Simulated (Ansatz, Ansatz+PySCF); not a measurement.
```yaml
atoms:
  - { symbol: H, position_ang: [0.0377, 0.2638, -1.1802] }
  - { symbol: P, position_ang: [0.0104, -0.5624, -0.0297] }
  - { symbol: O, position_ang: [-0.0476, 0.2957, 1.1708] }
```

Basis set: def2-SVP (spherical functions). Correlated methods keep 6 orbitals frozen. Charge 0, multiplicity 1.

Computed with Ansatz (development build ahead of 0.2.0); each method stands on the lowest determinant of its kind that the runs found. Restricted open shells among the atoms or ions are ROHF, correlated in semicanonical orbitals with singles.

(1) Give the atomization energy at this shape (free ground-state atoms in the same class of orbitals less the molecule, no zero-point energy) of singlet PHO by RHF-CCSD(T), RHF-MP2, UHF-MP2, RHF, UHF.

Results:

(1)

```csv
method,atomization energy
RHF-CCSD(T),745.6 kJ/mol
RHF-MP2,767.4 kJ/mol
UHF-MP2,742.8 kJ/mol
RHF,416.2 kJ/mol
UHF,403.6 kJ/mol
```

Caution for UHF-MP2, UHF: the unrestricted determinant is spin contaminated.
